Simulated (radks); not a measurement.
Polarisability of the promethium ion Pm+, [Xe] 4f5 6s1, at imaginary frequency. Calculated with a radial shooting solver on a logarithmic mesh with Libxc functionals: non-relativistic Kohn-Sham, LDA (Slater exchange, VWN5 correlation), spin-polarised, spherical densities, point nucleus; open shells are filled with parallel spins first (spin-orbit coupling, left out, can overturn this in heavy ions); relativity is left out, which matters for an element this heavy. Response by self-consistent Sternheimer equations with the Hartree and adiabatic LDA kernel.

| w (hartree) | alpha1(iw) (bohr^3) |
|---|---|
| 0.00266 | 100.9 |
| 0.0143 | 99.28 |
| 0.0360 | 91.10 |
| 0.0697 | 72.46 |
| 0.118 | 49.16 |
| 0.186 | 30.71 |
| 0.280 | 19.38 |
| 0.413 | 12.90 |
| 0.605 | 8.917 |
| 0.892 | 6.061 |
| 1.35 | 3.816 |
| 2.12 | 2.133 |
| 3.59 | 1.025 |
| 6.94 | 0.3883 |
| 17.5 | 0.08807 |

Static values: alpha1 = 101.0 bohr^3 (14.96 angstrom^3; uncoupled 140.2). C6 = 955.1, triple-dipole C9 = 66610 atomic units. One-pole (London) frequency 4 C6 / (3 alpha1^2) = 0.125 hartree, against 0.309 for minus the highest occupied eigenvalue. The dipole shielding factor is 0.983, as the force sum rule N/Z = 0.984 demands.
